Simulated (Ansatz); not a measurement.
Two isomers of FGeH3OSi: A = `[F][Ge][O][SiH3]`, B = `[F][GeH]1[O][SiH2]1`.

Gas-phase electronic energies from Ansatz, PBE0-D4/def2-TZVP geometries. CCSD(T)/CBS is the MP2 limit (def2-TZVPP, def2-QZVPP) plus CCSD(T) − MP2 in def2-TZVPP, frozen cores. DFT in def2-TZVPP. B3LYP here is the variant with VWN-RPA as its local correlation; programs differ in this. For Ge outer-core shells are correlated without core-valence functions, which leaves a few kJ/mol of doubt a bond. Scalar relativity is left out up to krypton. Each species was taken in one conformer, which may not be the lowest.

A:

```xyz
7

F    -0.063    1.019   -2.203
Ge   -1.091    1.794   -0.997
O    -0.705    0.731    0.360
Si    0.253   -0.588    0.635
H     0.083   -0.977    2.058
H    -0.156   -1.720   -0.235
H     1.679   -0.259    0.383
```

B:

Z-matrix (Å, degrees):
```
Ge
O 1 1.871
Si 1 2.260 2 45.9
F 1 1.737 2 107.3 3 113.4
H 1 1.533 2 109.8 3 -133.4
H 3 1.482 1 121.0 2 103.9
H 3 1.483 1 123.3 2 -102.2
```

(1) Which is lower in electronic energy at CCSD(T)/CBS, and by how much? (Estimate.)

(2) Give E(B) − E(A) in kcal/mol with B3LYP-D4, MP2/def2-TZVPP, ωB97M-V, CCSD(T)/def2-SVP, CCSD/def2-TZVPP, LDA (SPW92), BLYP-D4. (Estimate.)

(3) Does the order hold for the free energy at 298.15 K (harmonic terms from PBE0-D4)? (Estimate.)

Largest T1 diagnostic: 0.015.

Results:

(1) Ansatz gave: A, by 37.4 kcal/mol.

(2) The calculation gave: B3LYP-D4 41.3, MP2/def2-TZVPP 34.8, ωB97M-V 39.6, CCSD(T)/def2-SVP 40.6, CCSD/def2-TZVPP 37.3, LDA (SPW92) 30.5, BLYP-D4 41.6. None reverses the order clearly.

(3) Computed: Yes: G(B) − G(A) = +38.6 kcal/mol, for one conformer each.

Leaving LDA and LC-ωPBE aside and taking each functional with its dispersion term where it has one, the values, not all of them listed here, spread over 9.2 kcal/mol, from r2SCAN-D4 to BHLYP-D4. LDA lies −3.1 kcal/mol from PBE without D4. From BLYP to BHLYP (50 % exact exchange), in def2-TZVPP and without D4, E(B) − E(A) moves by +1.0 kcal/mol.
